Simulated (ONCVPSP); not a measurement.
## Building the ONCV potential for H (Z = 1) (PBE, scalar-relativistic).

ONCVPSP 4.0.1 was run on this input:

```
# ATOM AND REFERENCE CONFIGURATION
# atsym  z   nc   nv     iexc    psfile
  H 1.00    0    1        4      upf
#
#   n    l    f
    1    0    1.00
#
# PSEUDOPOTENTIAL AND OPTIMIZATION
# lmax
    1
#
#   l,   rc,      ep,       ncon, nbas, qcut
    0    0.80    0.00    4    7    6.90
    1    0.60    0.41    4    8   16.60
#
# LOCAL POTENTIAL
# lloc, lpopt,  rc(5),   dvloc0
    4    5    0.60    4.00
#
# VANDERBILT-KLEINMAN-BYLANDER PROJECTORs
# l, nproj, debl
    0    3    0.60
    1    1    1.50
#
# MODEL CORE CHARGE
# icmod, fcfact, rcfact
    0    0.00    0.00
#
# LOG DERIVATIVE ANALYSIS
# epsh1, epsh2, depsh
   -2.00    5.00    0.02
#
# OUTPUT GRID
# rlmax, drl
    6.00    0.01
#
# TEST CONFIGURATIONS
# ncnf
    1
# nvcnf
#   n    l    f
    1
    1    0    0.50
#
```

Command:

```bash
oncvpsp.x < H.dat > H.out
```

Output (shortened: citation, most of the input echo, consistency checks and plot data are left out):

```
ONCVPSP  (Optimized Norm-Conservinng Vanderbilt PSeudopotential)
scalar-relativistic version 4.0.1

#   n    l    f        energy (Ha)
    1    0    1.00    -2.3860194E-01

Reference configufation results
  iterations    22
  all-electron total energy (Ha)   -4.58934602D-01

Begin loop to  construct optimized pseudo wave functions
and semi-local pseudopoentials for all angular momenta

   Wellstate for l =  0  n =  2
     eigenvalue =   0.3614
     asymptotic potential =   0.8614
     half-point radius =  4.9650

   Wellstate for l =  0  n =  3
     eigenvalue =   0.9614
     asymptotic potential =   1.4614
     half-point radius =  5.2415

Calculating optimized projector #   1

 for l=   0

    Fraction of norm inside rc  0.198451
    Optimizing pswf for qcut=   6.88 a_B^-1,  ecut=  23.66 Ha
    Residual kinetic energy error=  8.09D-04 Ha

    Energy error per electron        Cutoff
         Ha          eV             Ha
         0.01000     0.27211        9.98
         0.00100     0.02721       22.25
         0.00010     0.00272      114.35
         0.00001     0.00027      178.69

Calculating optimized projector #   2

 for l=   0

    Fraction of norm inside rc  0.086726
    Optimizing pswf for qcut=   6.88 a_B^-1,  ecut=  23.66 Ha
    Residual kinetic energy error=  4.22D-04 Ha

    Energy error per electron        Cutoff
         Ha          eV             Ha
         0.01000     0.27211        7.72
         0.00100     0.02721       19.12
         0.00010     0.00272       32.37
         0.00001     0.00027      194.89

Calculating optimized projector #   3

 for l=   0

    Fraction of norm inside rc  0.067740
    Optimizing pswf for qcut=   6.88 a_B^-1,  ecut=  23.66 Ha
    Residual kinetic energy error=  4.70D-04 Ha

    Energy error per electron        Cutoff
         Ha          eV             Ha
         0.01000     0.27211        8.03
         0.00100     0.02721       19.54
         0.00010     0.00272       33.32
         0.00001     0.00027      234.22

   Wellstate for l =  1  n =  2
     eigenvalue =   0.4100
     asymptotic potential =   0.9100
     half-point radius =  3.6814

Calculating optimized projector #   1

 for l=   1

    Fraction of norm inside rc  0.002953
    Optimizing pswf for qcut=  16.60 a_B^-1,  ecut= 137.77 Ha
    Residual kinetic energy error=  2.08D-09 Ha

    Energy error per electron        Cutoff
         Ha          eV             Ha
         0.01000     0.27211        2.01
         0.00100     0.02721        4.85
         0.00010     0.00272       12.81
         0.00001     0.00027       30.45

Construct Vanderbilt / Kleinmman-Bylander projectors

B matrix Hermiticity error, ll=   0
   1   2    6.2185E-06
   1   3   -1.3303E-05
   2   3    5.1972E-06

  Orthonormal projector coefficients -1.6720E+02 -4.8278E+00 -1.4796E+00

Pseudoatom total energy   -0.458790

Diagnostic tests using Vanderbilt-Kleinman-Bylander pseudopotentials
  1 or more projectors used as specified by nproj input data

   l    rcore       rmatch      e in        delta e   norm test  slope test

   0   0.8037126   0.8281151  -0.2386019   0.0000072   1.0000249   0.9998630
   0   0.8037126   0.8281151   0.3613981   0.0000394   1.0000530   1.0000530
   0   0.8037126   0.8281151   0.9613981   0.0000347   1.0000684   1.0000684

   1   0.6031116   0.6214234   0.4100000   0.0000277   1.0000006   1.0000006

 Testing for bound ghosts
   n   l    E NL Schr. Eq   E Basis Diag.   E Cutoff

       0                       -2.391949    403.07  WARNING - GHOST(-)
   1   0       -0.238595       -0.027655    403.07

 Testing for highly-localized positive-energy ghosts
       l    <radius>/rc     E Basis Diag.   E Cutoff

Test configuration 0

   n   l     f        eae           eps        diff
   1   0  1.0000   -0.23860194   -0.23859475    7.19D-06

    Total energies and differences
      AE_ref= -4.58934602D-01  AE_tst= -4.58934602D-01  dif=  0.00D+00
      PS_ref= -4.58790372D-01  PS_tst= -4.58790372D-01  dif= -5.00D-16
      PSP excitation error=  5.00D-16

Test configuration 1

   n   l     f        eae           eps        diff
   1   0  0.5000   -0.46601318   -0.46591566    9.75D-05

    Total energies and differences
      AE_ref= -4.58934602D-01  AE_tst= -2.83946893D-01  dif=  1.75D-01
      PS_ref= -4.58790372D-01  PS_tst= -2.83823428D-01  dif=  1.75D-01
      PSP excitation error=  2.08D-05
```

Note: ghosts flagged at negative energy: s at -65.1 eV; no localised positive-energy state flagged. A true bound ghost makes a file unfit for plane-wave use.

The run took about 1.7 s on one core of a shared server CPU.
